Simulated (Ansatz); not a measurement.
Species: H$_{3}$InS$_{3}$, SMILES `[SH][In]([SH])[SH]` (charge 0, multiplicity 1).

Question: Give a relaxed geometry from PBE0-D3(BJ)/def2-SVP (Ansatz, a program for electronic structure).

Answer: One answer among several that fit: the end point of this relaxation, one of several conformers (outside a Z-matrix the atoms follow the SMILES, hydrogens last).
Bonds (Å): S1–In2 2.403, S1–H5 1.352, In2–S3 2.394, In2–S4 2.398, S3–H6 1.352, S4–H7 1.352. Angles (°): In2–S1–H5 93.5, S1–In2–S3 119.4, S1–In2–S4 122.0, S3–In2–S4 118.6, In2–S3–H6 92.9, In2–S4–H7 93.4.
